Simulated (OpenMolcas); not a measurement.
# Computed transition rates of I

```json
{"Program": "OpenMolcas", "Method": "SS-RASPT2, IPEA 0.25 Eh, imaginary shift 0.1 Eh (closed shells correlated: 4d 5s)", "Basis": "ANO-R3 [8s7p5d4f3g2h]", "Scalar Hamiltonian": "X2C, finite nucleus", "Active space": "5 electrons in 9 orbitals (RAS2 5p; RAS3 5d 6s, at most 1 electron)", "State averaging": "2S+1 = 2 odd, 3 roots; 2S+1 = 4 even, 3 roots; 2S+1 = 2 even, 9 roots", "Spin-orbit coupling": "state interaction with AMFI integrals over the reference wave functions, term energies averaged over their components"}
```

Rates come from the transition moments of the reference wave functions (E1 and E2 in the length form). At fixed line strength A goes as λ^-3 for E1 and M1 and as λ^-5 for E2, so a rate at the computed wavelength can be rescaled to the measured one. Measured vacuum wavelengths follow from level energies in NIST Handbook of Basic Atomic Spectroscopic Data. Branching counts decays inside the model space alone, at computed energies, and the table is only a selection of the E1 lines, drawn from those between levels with measured partners whose computed energy lies within a factor of 1.5 of the measured one.

```csv
Upper,Lower,Type,λ computed (nm),λ measured (nm),A computed (s-1),A rescaled (s-1),Branching %
5s² 5p⁴ 6s ⁴P_1/2,5s² 5p⁵ ²P°_1/2,E1,199.6,187.6,7.30e+06,,42.4
5s² 5p⁴ 6s ⁴P_5/2,5s² 5p⁵ ²P°_3/2,E1,196.8,183,1.09e+07,,100.0
5s² 5p⁴ 6s ⁴P_3/2 [60 %],5s² 5p⁵ ²P°_1/2,E1,196.5,184.4,1.45e+07,,5.6
5s² 5p⁴ 6s ²P_1/2,5s² 5p⁵ ²P°_1/2,E1,186.9,179.9,2.80e+08,3.14e+08,43.1
5s² 5p⁴ 6s ⁴P_1/2,5s² 5p⁵ ²P°_3/2,E1,175.4,164.2,9.91e+06,,57.6
5s² 5p⁴ 6s ⁴P_3/2 [60 %],5s² 5p⁵ ²P°_3/2,E1,173,161.8,2.47e+08,,94.4
5s² 5p⁴ 6s ²D_3/2,5s² 5p⁵ ²P°_1/2,E1,171.1,164.1,2.86e+08,3.24e+08,98.3
5s² 5p⁴ 6s ²P_1/2,5s² 5p⁵ ²P°_3/2,E1,165.5,158.3,3.69e+08,4.22e+08,56.9
5s² 5p⁴ 6s ²D_5/2,5s² 5p⁵ ²P°_3/2,E1,153.6,145.8,3.11e+08,3.64e+08,100.0
5s² 5p⁴ 6s ²D_3/2,5s² 5p⁵ ²P°_3/2,E1,153,145.9,5.04e+06,5.81e+06,1.7
```

Spin-changing lines and M1 lines between different terms are not rescaled, since their strength hangs on the term gaps too.

The largest correction is for 5s² 5p⁴ 6s ²D_5/2 → 5s² 5p⁵ ²P°_3/2 (E1): 3.11e+08 × (153.6 / 145.8)^3 = 3.64e+08 s-1, a factor of 1.17.

The computed order of these levels differs from the measured one in 1 place, and where term gaps are wrong the rates of spin-changing lines can be off by large factors.

No measured rate stands beside these. Rescaling mends the energy factor alone: line strengths can still be far off where a level mixes with configurations outside the active space, and weak or spin-changing lines hang on small mixing coefficients that depend on the term gaps too, so rescaling need not improve them.

Term energies are means over components that CASPT2 splits; among the terms shown or strongly mixed into the levels shown the widest spread is 27 cm-1 (5s² 5p⁴ 6s ²D). ANO sets are built for valence states and can reach diffuse excited orbitals poorly, and with the s shell closed the s pⁿ⁺¹ terms that mix with these levels are absent. No level of 5s² 5p⁴ 5d was computed, though it lies in the active space. Measured partners are found by configuration, term and J. A level has none where our copy of the source lacks it or the pairing is in doubt (some pairs that miss far off the trend of their configuration count as doubtful). Where the source uses jj or jK labels, the order within each J decides. Only configurations of the active space appear.

A share in square brackets marks a mixed level and gives the weight of the term that names it. ° marks odd parity.
